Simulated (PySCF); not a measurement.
Question: Give a PBE0-D3(BJ)/def2-SVP geometry of `C=[CH][AlH2-][AsH3+]`.

Answer: 
```
atom  x, y, z in Å
C1     1.9399   -0.8428   -0.4548
C2     1.3398   -0.2933    0.6137
Al3    0.2606    1.3517    0.4840
As4   -1.9544   -0.0177    0.0533
H5     2.5413   -1.7605   -0.3993
H6     1.8677   -0.3919   -1.4540
H7     1.4818   -0.8217    1.5693
H8     0.3004    2.1224   -0.9196
H9    -0.1882    2.1175    1.8149
H10   -1.9236   -0.9163   -1.1607
H11   -3.3500    0.5347   -0.1484
H12   -2.3140   -1.0828    1.0638
```

Any rigid rotation of these coordinates is as good. Atoms count from 1 in this order. As4 (arsenic bonded to Al and 3 H) has angles from 97.1° to 127.3°. Al3 (aluminium bonded to As, C and 2 H) has angles from 92.1° to 120.4°.

Bonds between heavy atoms (Å): C1=C2 1.343, C2–Al3 1.972, Al3–As4 2.640.

Method: PBE0-D3(BJ)/def2-SVP geometry optimisation, gas phase in PySCF 2.14.0.

Point group: C1 (no symmetry element, even within 0.4 Å). No PBE0-D3(BJ)/def2-SVP frequencies stand behind this structure, so it isn't proved a minimum. One conformer, not necessarily the lowest (C1–C2–Al3–As4 91°).
